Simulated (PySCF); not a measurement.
Species: Si(vinyl)2(nBu)2, C12H24Si.
Bonds: Si1–C2, Si1–C7, Si1–C12, Si1–C25, C2–C3, C7–C8, C12–C13, C13–C14, C14–C15, C25–C26, C26–C27, C27–C28. Hydrogens: H4 on C2; H5, H6 on C3; H9 on C7; H10, H11 on C8; H16, H17 on C12; H18, H19 on C13; H20, H21 on C14; H22, H23, H24 on C15; H29, H30 on C25; H31, H32 on C26; H33, H34 on C27; H35, H36, H37 on C28.

The closed-shell ground state was solved at several levels (PySCF, density fitting, gas phase, non-relativistic). Geometry: PBE0-D3(BJ)/def2-SVP, one conformer, isolated molecule.

```csv
level,basis functions,HOMO (eV),LUMO (eV),gap (eV),dipole (D)
PBE0/pcSseg-1,348,-7.41,-0.26,7.15,0.18
wB97X-D/pcSseg-1,348,-9.24,1.55,10.79,0.18
```

What might CAM-B3LYP/def2-SVPD (456 basis functions) give for the same quantities?

HOMO -8.72 eV, LUMO 0.83 eV, gap 9.55 eV, dipole 0.18 D.

Over all these levels, which gives the widest orbital gap and which the narrowest?

wB97X-D/pcSseg-1 (range-separated hybrid) has the widest, 10.79 eV, and PBE0/pcSseg-1 (global hybrid, 25 % exact exchange) the narrowest, 7.15 eV. The two share the basis. From the narrowest to the widest the HOMO moves by -1.83 eV and the LUMO by +1.81 eV.

How far do the dipole and the HOMO energy spread over the levels?

The dipole runs from 0.18 to 0.18 D (mean 0.18 D) and the HOMO from -9.24 to -7.41 eV.
